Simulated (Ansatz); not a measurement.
Ansatz (an electronic-structure program) input:

Ansatz 0.2 input:
```yaml
crystal:
  periodic: [false, false, false]
  atoms:
    - {symbol: Al, position_ang: [-0.00000000, -0.00000000, -0.06497518]}
    - {symbol: O, position_ang: [-0.00000000, -0.00000000, -1.66227602]}
    - {symbol: F, position_ang: [0.00000000, 0.00000000, 1.57143173]}
basis:
  gaussian:
    orbitals: def2-TZVP
hamiltonian:
  xc: b3lyp
  dispersion: d3bj
phonons: {temperatures: {t_min: 298.15, t_max: 298.15, t_step: 100}}
```

Question: What final total energy does it print?

Answer: -417.66035 Eh (B3LYP-D3(BJ)/def2-TZVP). The basis has 99 functions. The run takes about 21 core-seconds (a rough figure).
